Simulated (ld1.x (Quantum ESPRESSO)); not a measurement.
**Logarithmic derivatives: Tl, PAW**

```json
{
  "Element": "thallium (Tl)",
  "Generator": "ld1.x (Quantum ESPRESSO) 7.5",
  "Type": "PAW",
  "Functional": "Wu–Cohen",
  "Relativity": "scalar-relativistic",
  "Frozen core": "[Xe] 4f14",
  "Valence charge": "13",
  "Reference configuration": "5d10 6s1 6p2",
  "Partial waves": "6s (bound): rcut 1.70, rcutus 2.15 bohr; 6s channel at -0.1 Ry: rcut 1.70, rcutus 2.15 bohr; 6p (bound): rcut 2.80, rcutus 3.05 bohr; 6p channel at 0.15 Ry: rcut 2.80, rcutus 3.05 bohr; 5d (bound): rcut 1.80, rcutus 2.15 bohr; 5d channel at 1.6 Ry: rcut 1.80, rcutus 2.15 bohr",
  "Local potential": "all-electron potential smoothed inside 1.95 bohr (lloc = -1)",
  "Core correction": "Bessel-smoothed model core inside 2.15 bohr",
  "Augmentation charge": "PSQ, inside the norm-conserving radii"
}
```

The phase is arctan(r·u′/u) with u = r·R(r), unwrapped; energies in Ry, scanned from -3 to 5 Ry. A pole is an energy at which the radial function vanishes at the test radius. The pseudo phase is shifted by a multiple of π to meet the all-electron one at the reference energy, and phase errors are pseudo minus all-electron; the curves can meet again beyond the range given. Levels narrower than the energy grid can be missing from the lists of poles.

```
channel  radius (bohr)  reference energy (Ry)  poles, all-electron  poles, pseudo  unbroken range about the reference energy with phases within 0.05 rad  phase error 1 Ry above the reference energy (rad)
      s           3.32                  -0.80          -0.35, 4.50    -0.35, 4.48                                                        the whole range                                             +0.000
      p           3.32                  -0.23                 0.78     0.77, 2.59                                                              below 2.0                                             -0.000
      d           3.32                  -1.27          -1.23, 2.63    -1.23, 2.61                                                              below 3.9                                             -0.001
```

Phases in the s channel:

| E (Ry) | all-electron | pseudo |
| --- | --- | --- |
| -3.00 | 1.367 | 1.367 |
| -2.52 | 1.338 | 1.338 |
| -2.04 | 1.287 | 1.287 |
| -1.56 | 1.170 | 1.170 |
| -1.08 | 0.452 | 0.452 |
| -0.60 | -1.422 | -1.422 |
| -0.12 | -1.647 | -1.647 |
| 0.36 | -1.757 | -1.757 |
| 0.84 | -1.885 | -1.885 |
| 1.32 | -2.163 | -2.162 |
| 1.80 | -3.218 | -3.216 |
| 2.28 | -4.228 | -4.228 |
| 2.76 | -4.486 | -4.486 |
| 3.24 | -4.591 | -4.591 |
| 3.72 | -4.650 | -4.651 |
| 4.20 | -4.691 | -4.692 |
| 4.68 | -4.724 | -4.726 |
